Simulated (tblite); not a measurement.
CHBF2S.
Bonds: F1–B2, B2–F3, B2–C4, C4–S5 (double). Hydrogens: H6 on C4.

Computed with GFN2-xTB (tblite), gas phase: Langevin dynamics at 300 K from the optimised GFN2-xTB geometry, time step 0.5 fs, friction 0.01 fs⁻¹, 2000 steps. The instantaneous temperature is 2·E(kin)/(3Nk) with all 3N coordinates.

```csv
t (fs),T (K),E(pot) above start (eV),F1–B2 (Å),B2–F3 (Å),B2–C4 (Å),C4=S5 (Å),C4–H6 (Å),F1–B2–C4–S5 (°)
0,139,0.000,1.312,1.317,1.559,1.626,1.088,0
50,103,0.078,1.323,1.329,1.564,1.645,1.102,-10
100,255,0.062,1.320,1.319,1.549,1.608,1.086,3
150,279,0.089,1.315,1.306,1.530,1.669,1.101,14
200,238,0.099,1.335,1.305,1.562,1.648,1.062,45
250,140,0.108,1.354,1.314,1.598,1.626,1.120,35
300,131,0.100,1.342,1.344,1.603,1.657,1.089,24
350,282,0.112,1.357,1.333,1.546,1.628,1.082,-4
400,279,0.185,1.346,1.282,1.512,1.604,1.086,-21
450,152,0.191,1.320,1.256,1.512,1.655,1.059,-22
500,255,0.210,1.327,1.323,1.532,1.615,1.144,-56
550,293,0.195,1.318,1.329,1.514,1.630,1.053,-55
600,349,0.173,1.340,1.291,1.534,1.637,1.127,-48
650,564,0.090,1.301,1.332,1.589,1.663,1.066,-29
700,432,0.275,1.345,1.381,1.568,1.646,1.118,11
750,328,0.091,1.306,1.342,1.603,1.640,1.085,15
800,234,0.171,1.297,1.315,1.644,1.660,1.051,5
850,238,0.117,1.294,1.328,1.573,1.589,1.125,8
900,278,0.185,1.298,1.287,1.533,1.626,1.062,-15
950,241,0.133,1.309,1.279,1.526,1.584,1.116,-7
1000,326,0.045,1.333,1.336,1.558,1.611,1.090,-10
```

**Question.** From 500 fs on, how do temperature and potential energy compare with equipartition?

**Answer.** The mean temperature of these 11 frames is 322 K against the target 300 K, and the mean potential energy 0.15 eV against 12 × kT/2 = 0.16 eV for 12 classical harmonic modes. For 6 atoms in a canonical ensemble the temperature itself scatters by T·√(2/(3N)) = 100 K; here its standard deviation is 95 K. The whole run lasts only 10 friction times of 100 fs, so these averages carry a wide statistical error.

**Question.** What are the kinetic and total energies of the listed frame with the highest potential energy?

**Answer.** The one at 700 fs, 0.275 eV above the start. Its kinetic energy is 3NkT/2 = 0.335 eV at 432 K, so the sum is 0.61 eV; over the listed frames the sum runs from 0.11 to 0.61 eV, since the thermostat adds and removes energy.

**Question.** How much do the listed bonds fluctuate from 500 fs on?

**Answer.** 
| bond | at the start (Å) | mean (Å) | standard deviation (Å) |
| --- | --- | --- | --- |
| F1–B2 | 1.312 | 1.315 | 0.018 |
| B2–F3 | 1.317 | 1.322 | 0.027 |
| B2–C4 | 1.559 | 1.561 | 0.038 |
| C4=S5 | 1.626 | 1.627 | 0.025 |
| C4–H6 | 1.088 | 1.094 | 0.032 |

The motion is classical and holds no zero-point motion.

The cost below is that of the whole dynamics run. The run took 5.7 s on an Arm Neoverse V1 with one thread, shared host with 32 logical CPUs at a one-minute load of 26, and the process peaked at 0.18 GiB of memory.
